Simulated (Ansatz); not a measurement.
System: BHSCl, charge 0, doublet. BHSCl (SMILES [S]BCl, doublet).
B3LYP-D3(BJ)/def2-TZVP minimum from Ansatz (a quantum-chemistry and plane-wave program):
```
B
H 1 1.1898
S 1 1.7544 2 118.32
Cl 1 1.7588 2 119.49 3 180.00
```
Charge 0, spin multiplicity 2.

Atomisation energy term by term, kcal/mol (programs: Ansatz). Radicals and triplets start from unrestricted determinants; spin-orbit coupling is neglected. Cores are frozen in correlated methods. Rows without X2C or -DK are non-relativistic. CBS(X,Y): correlation extrapolated as X^-3, Hartree-Fock from the larger set. A bracket is a step between two methods taken in the basis named. '+ core + X2C': CCSD(T) terms for core correlation (cc-pwCVTZ, 1s frozen past Ne) and scalar relativity (cc-pVTZ-DK). For partners of very few electrons the exact lower level stands in for a higher one.

| term | basis | kcal/mol |
|---|---|---|
| Hartree-Fock | cc-pV(Q+d)Z | 227.25 |
| CCSD correlation | CBS(cc-pV(T+d)Z,cc-pV(Q+d)Z) | 61.28 |
| (T) | CBS(cc-pV(T+d)Z,cc-pV(Q+d)Z) | 6.75 |
| CCSDT(Q) - CCSD(T) | cc-pV(D+d)Z | 0.49 |
| core correlation | cc-pwCVTZ | 1.66 |
| scalar relativity | X2C, cc-pVTZ-DK | -0.46 |
| sum: De |  | 297.0 |
